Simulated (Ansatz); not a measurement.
Relaxed structures of CH₃AlSe, closed shell (PBE0-D4/def2-TZVP; forces vanish, vibrations not checked; lower isomers may exist, and structures with a doubtful reference or unclear bonds are left out; Å). Computed with Ansatz 0.2.0 (basis: def2-TZVPP); correlated methods freeze the cores. Filled d shells of the heavier atoms are correlated. The def2 sets are not built for correlating such inner shells, so the correlated values are less sure here.

**Question.** Rank them by CCSD(T) energy, lowest first, and give each one's height above the lowest. Links in brackets join atoms within 1.22 times the sum of their covalent radii (1.1 for two metals). (An estimate is asked for; the value comes from the calculation.)
A.
CH₃AlSe ([CH2]1[AlH][Se]1)
```
6
angstrom
C -0.2431 -0.0719 -0.7721
Al 0.2460 0.4236 1.0124
Se 0.4742 -1.6900 0.3000
H -1.2717 -0.2548 -1.0715
H 0.3962 0.1138 -1.6311
H 0.3984 1.4793 2.1624
```
B.
CH₃AlSe ([CH]1[AlH2][Se]1)
```
6
angstrom
C -0.6404 -0.4586 -0.0973
Al 0.5569 0.3099 1.2455
Se 0.8382 -0.9580 -0.9540
H -1.6112 -0.7001 -0.5233
H 0.8891 -0.5811 2.5099
H 0.8989 1.8487 1.1104
```
C.
a complex of CHAlSe ([CH]1[Al][Se]1) + H₂
```
6
angstrom
C 0.1713 -0.2434 -1.3158
Al -0.0234 1.5518 -0.3840
Se 0.2084 -0.9670 0.3095
H 0.6303 0.9424 3.8633
H 0.2555 -0.9109 -2.1740
H 0.4730 0.9780 3.1336
```
D.
CH₃AlSe ([CH]1[AlH][SeH]1)
```
6
angstrom
C 0.2564 -0.1473 -0.6373
Al 0.3025 0.5379 0.9972
Se -0.0570 -1.8116 0.3402
H 1.2979 -2.4438 0.4724
H 0.2624 -0.2132 -1.7133
H 0.3661 1.3612 2.3268
```

**Answer.** By the calculation: A (0.0 kJ/mol), B (99.6 kJ/mol), C (198.0 kJ/mol), D (207.0 kJ/mol). Heights count from the lowest.

The T1 diagnostic stays at or below 0.019. The restricted Hartree–Fock reference is unstable towards an unrestricted one at one or more of these structures.

For scale, one of the runs: CCSD(T)/def2-TZVPP, 163 basis functions, launched by `ansatz run in.yaml --threads 2 --pin off --events-out ev --progress --plain --max-ram 4352MiB`. The run took 43 s on 2 CPU threads of an Arm Neoverse V1 (shared host), with 1.2 GiB of host memory at its peak.
